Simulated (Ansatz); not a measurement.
Start from `O[C]1([InH2])CC1` and change one atom or group to get `CC1(O)CC1`.

Ansatz, PBE0-D4/def2-TZVP geometries, multiplicity 1. Each molecule was computed in one conformer, which needn't be the lowest.

Elements past krypton have def2 core potentials.

```csv
property,`O[C]1([InH2])CC1`
HOMO–LUMO gap (PBE/def2-TZVPP) / eV,3.31
HOMO–LUMO gap (PBE0/def2-TZVPP) / eV,5.47
HOMO–LUMO gap (ωB97M-V/def2-TZVPP) / eV,9.08
LUMO energy (ωB97M-V/def2-TZVPP) / eV,-0.15
LUMO energy (PBE/def2-TZVPP) / eV,-2.29
size of the dipole moment (B3LYP/def2-TZVPP) / D,1.56
```

**Question.** Give the same properties after the change, and the shifts. (Best estimate.)

**Answer.** Computed: 
```json
{"property": "HOMO–LUMO gap (PBE/def2-TZVPP) / eV", "`CC1(O)CC1`": "6.16", "shift": "2.85"}
{"property": "HOMO–LUMO gap (PBE0/def2-TZVPP) / eV", "`CC1(O)CC1`": "8.45", "shift": "2.98"}
{"property": "HOMO–LUMO gap (ωB97M-V/def2-TZVPP) / eV", "`CC1(O)CC1`": "12.20", "shift": "3.12"}
{"property": "LUMO energy (ωB97M-V/def2-TZVPP) / eV", "`CC1(O)CC1`": "2.49", "shift": "2.64"}
{"property": "LUMO energy (PBE/def2-TZVPP) / eV", "`CC1(O)CC1`": "0.24", "shift": "2.53"}
{"property": "size of the dipole moment (B3LYP/def2-TZVPP) / D", "`CC1(O)CC1`": "1.48", "shift": "-0.08"}
```

With PBE0 the HOMO falls by 0.34 eV and the LUMO rises by 2.64 eV, so the gap widens by about 2.98 eV. PBE moves the HOMO by -0.33 eV and ωB97M-V by -0.47 eV. Dipoles are sizes alone; their direction can turn.

Positive LUMOs are unbound, so they and the gaps depend on the basis.

B3LYP here is the variant with VWN-RPA as its local correlation; programs differ in this.
